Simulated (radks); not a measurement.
The nuclear charge of the aluminium ion Al+ is varied continuously with 12 electrons held in [Ne] 3s2. Calculated with a radial shooting solver on a logarithmic mesh with Libxc functionals: scalar-relativistic Kohn-Sham, r2SCAN, spin-polarised, spherical densities, finite nucleus; meta-GGA in the generalised Kohn-Sham scheme; Fermi nuclear charge, rms radius 3.061 fm. By the Hellmann-Feynman theorem dE/dZ = E(electron-nucleus)/Z, the electronic potential at the nucleus (averaged over a nucleus of fixed radius). The scalar-relativistic energy here is not variational (the density holds large components alone), so the two differ by a part that grows with Z.

Z     E (hartree)  E(electron-nucleus)/Z (hartree)  HOMO  e(HOMO) (eV)  <r> HOMO (bohr)
12     -200.37071                         -40.0434    3s        -4.818            3.177
12.1   -204.39717                         -40.4751    3s        -5.655            3.068
12.2   -208.46681                         -40.9065    3s        -6.533            2.968
12.3   -212.57959                         -41.3375    3s        -7.453            2.877
12.4   -216.73547                         -41.7682    3s        -8.412            2.792
12.5   -220.93442                         -42.1986    3s        -9.410            2.714
12.6   -225.17643                         -42.6288    3s       -10.446            2.642
12.7   -229.46146                         -43.0588    3s       -11.520            2.574
12.8   -233.78951                         -43.4887    3s       -12.631            2.510
12.9   -238.16056                         -43.9183    3s       -13.778            2.450
13     -242.57458                         -44.3478    3s       -14.962            2.394
13.1   -247.03158                         -44.7772    3s       -16.182            2.340
13.2   -251.53153                         -45.2065    3s       -17.437            2.290
13.3   -256.07442                         -45.6357    3s       -18.727            2.242
13.4   -260.66026                         -46.0649    3s       -20.052            2.197
13.5   -265.28903                         -46.4939    3s       -21.411            2.153
13.6   -269.96072                         -46.9229    3s       -22.805            2.112
13.7   -274.67534                         -47.3518    3s       -24.233            2.072
13.8   -279.43287                         -47.7807    3s       -25.694            2.035
13.9   -284.23332                         -48.2096    3s       -27.190            1.998
14     -289.07668                         -48.6384    3s       -28.718            1.964

The central difference of E at Z = 13 is -44.355 hartree, to compare with the third column; the second derivative is -4.3 hartree.
